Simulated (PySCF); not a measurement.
Give a GFN2-xTB geometry of InChI=1S/C10H16/c1-2-5-8-9-6-3-4-7-10(8)9/h2,8-10H,1,3-7H2/t8-,9-,10+.

```
atom  x, y, z in Å
C1    -3.9841    0.3495    0.8291
C2    -2.9008    0.7260    0.1770
C3    -2.0735   -0.1711   -0.6901
C4    -0.6510   -0.2442   -0.1740
C5     0.3488    0.8202   -0.5357
C6     1.3333    1.3172    0.5061
C7     2.6152    0.4857    0.5212
C8     2.2826   -0.9987    0.6197
C9     1.6151   -1.4724   -0.6696
C10    0.4822   -0.5684   -1.1022
H11   -4.3625   -0.6580    0.7642
H12   -4.5444    1.0275    1.4507
H13   -2.5356    1.7416    0.2613
H14   -2.0631    0.2248   -1.7100
H15   -2.5126   -1.1719   -0.7168
H16   -0.5852   -0.6416    0.8321
H17    0.0028    1.5835   -1.2230
H18    0.8707    1.2745    1.4966
H19    1.5808    2.3615    0.3067
H20    3.1808    0.6650   -0.3960
H21    3.2367    0.7913    1.3652
H22    1.6238   -1.1661    1.4740
H23    3.1927   -1.5788    0.7853
H24    1.2444   -2.4941   -0.5456
H25    2.3652   -1.4901   -1.4655
H26    0.2166   -0.6903   -2.1473
```

Orientation and origin are arbitrary. Atoms count from 1 in this order. The 6-membered ring C5–C6–C7–C8–C9–C10 has internal angles of 110.1° to 120.7° (sum 686°, against 720° for a flat polygon); it is puckered, 0.22 Å rms from its mean plane, widest ring torsion 68°. The C–C distances run from 1.319 Å (C1=C2, drawn double) to 1.528 Å (C6–C7, drawn single), a spread of 0.209 Å. The 3-membered ring C4–C5–C10 has internal angles of 59.8° to 60.1°. Of the pairs four or more bonds apart, H16···H22 is among the closest relative to their van der Waals radii: 2.36 Å, 98 % of the sum of Bondi's values.

Bonds between heavy atoms (Å): C1=C2 1.319, C2–C3 1.497, C3–C4 1.515, C4–C5 1.505, C5–C6 1.517, C6–C7 1.528, C7–C8 1.524, C8–C9 1.527, C9–C10 1.513, C4–C10 1.500, C5–C10 1.506.

The geometry is computed with GFN2-xTB (gas phase).

Point group: C1 (no symmetry element, even within 0.4 Å). Not checked by GFN2-xTB frequencies. One conformer, not necessarily the lowest (C1–C2–C3–C4 -120°, C2–C3–C4–C5 -83°, C3–C4–C5–C6 140°, C4–C5–C6–C7 89°, C5–C6–C7–C8 -51°, C6–C7–C8–C9 68°).
